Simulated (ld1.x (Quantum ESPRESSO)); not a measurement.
Transferability test, PAW potential for germanium

ld1.x (Quantum ESPRESSO) 7.5 input, shortened:

```
&input
   title='Ge', zed=32., rel=1, dft='PZ', iswitch=3,
   config='[Ar] 3d10 4s2 4p0'
 /
 &inputp
   pseudotype=3, lpaw=.true., tm=.true., lloc=-1, rcloc=2.05,
   nlcc=.true., new_core_ps=.true.,
   which_augfun='PSQ', rmatch_augfun_nc=.true.
 /
4
4S  1  0   2.00   0.00  1.45  1.95  0.0
4S  1  0   0.00  -1.80  1.45  1.95  0.0
4P  2  1   0.00   0.00  1.95  2.10  0.0
4P  2  1   0.00  -1.00  1.95  2.10  0.0
 &test
   configts(1)='4s2 4p0'
 /
```

Energies are relative to the spin-unpolarised reference configuration 4s2 4p0; without spin polarisation the order of configurations can differ from experiment. Spin-polarised rows fill each open shell by Hund’s rule, majority spin first.

```json
{"valence configuration": "4s2 4p2", "charge": "0", "ΔE all-electron (eV)": "-23.352", "error AE − PS (meV)": "-47"}
{"valence configuration": "4s2 4p1", "charge": "+1", "ΔE all-electron (eV)": "-15.716", "error AE − PS (meV)": "-20"}
{"valence configuration": "4s1 4p0", "charge": "+3", "ΔE all-electron (eV)": "35.218", "error AE − PS (meV)": "-115"}
{"valence configuration": "4s2 4p2.3", "charge": "-0.3", "ΔE all-electron (eV)": "-24.280", "error AE − PS (meV)": "-51"}
{"valence configuration": "4s2 4p1.5", "charge": "+0.5", "ΔE all-electron (eV)": "-20.463", "error AE − PS (meV)": "-36"}
{"valence configuration": "4s1 4p3", "charge": "0", "ΔE all-electron (eV)": "-15.308", "error AE − PS (meV)": "-15"}
{"valence configuration": "4s2 4p2 (spin-polarised)", "charge": "0", "ΔE all-electron (eV)": "-23.915", "error AE − PS (meV)": "-51"}
{"valence configuration": "4s2 4p1 (spin-polarised)", "charge": "+1", "ΔE all-electron (eV)": "-15.901", "error AE − PS (meV)": "-22"}
```

**Question.** What are ΔE and the potential's error for 4s1 4p2?

**Answer.** ΔE = -6.939 eV all-electron; the error (AE − PS) is -2.0 meV.

Levels in the configuration 4s2 4p2:

```tsv
level	all-electron (eV)	pseudo (eV)
4s	-11.949	-11.889
4p	-4.052	-4.034
```
